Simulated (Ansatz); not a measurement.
**Abstraction of F: C3H4BF + C4H7 → C3H4B + C4H7F**

Species: C3H4BF `C#CB(C)F`, singlet; C4H7 (cyclobutyl radical) `[CH]1CCC1`, doublet; C3H4B `C#C[B]C`, doublet; C4H7F `FC1CCC1`, singlet. A radical takes F: the energy is the difference in strength between the B–F bond broken and the C–F bond made.

Shapes, held fixed at every level: PBE0-D4/def2-TZVP. Programs: Ansatz 0.2.0. The zero-point and thermal change to 298 K, harmonic and unscaled (PBE0-D4/def2-TZVP), is +3.6 kJ/mol.

Estimate ΔH(298 K) of this reaction.

B2PLYP/def2-TZVPP gives ΔH(298 K) = +201.2 kJ/mol; the levels span +174.0 to +206.0. The median of the levels is +197.1. No measured value is set beside it here. Spin contamination: C3H4B (⟨S²⟩ up to 0.91). Open shells run unrestricted. Times are processor times on shared x86 and Arm servers, and rough.

| level | kind | ΔH(298 K) (kJ/mol) | CPU time (sum over the molecules) |
| --- | --- | --- | --- |
| SPW92/def2-TZVPP | LDA | +174.0 | 15 s |
| PBE-D4/def2-TZVPP | GGA | +180.7 | 29 s |
| B3LYP-D4/def2-TZVPP | global hybrid | +195.4 | 43 s |
| BHLYP-D4/def2-TZVPP | global hybrid | +206.0 | 52 s |
| r2SCAN0-D4/def2-TZVPP | global hybrid | +197.1 | 63 s |
| wB97X-V/def2-TZVPP | range-separated hybrid | +197.3 | 1.9 min |
| B2PLYP/def2-TZVPP | double hybrid | +201.2 | 79 s |
